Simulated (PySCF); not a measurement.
**Ionisation energy of Ba²⁹⁺ by level of theory**

Ba²⁹⁺ [Ar] 3d9 (2D) → Ba³⁰⁺ [Ar] 3d8 (3F), as a difference of total energies. Computed with PySCF 2.14 in an even-tempered Gaussian basis (17 s from 3.9 bohr⁻², ratio 2.5; 11 p from 5 bohr⁻², ratio 2.5; 8 d from 5 bohr⁻², ratio 2.5; 4 f from 24 bohr⁻², ratio 2.7; 3 g from 36 bohr⁻², ratio 2.7), with the non-relativistic Hamiltonian (point nucleus). Correlated levels: outer shells: [Ne] frozen; virtual orbitals above 40 to 60 times the deepest correlated orbital energy dropped. The calculations carry no spin-orbit coupling.

| method | ionisation energy (eV) |
| --- | --- |
| UHF | 1785.5 |
| LDA | 1786.9 |
| PBE | 1785.7 |
| PBE0 | 1786.2 |
| r2SCAN | 1785.3 |
| BLYP | 1785.4 |
| M06-L | 1786.7 |
| MP2 (outer shells) | 1787.3 |
| SCS-MP2 (outer shells) | 1787.0 |

Spin-orbit coupling is strong in these open shells (close to jj coupling). The scalar numbers leave it out and a first-order estimate fails, so it can dominate the gap to the real levels.

All relativistic terms are absent from these numbers, so their closeness to the reference says little about the methods.

For comparison: 1776 ± 4 eV (theoretical estimate listed by NIST; NIST Atomic Spectra Database, ionization energies).
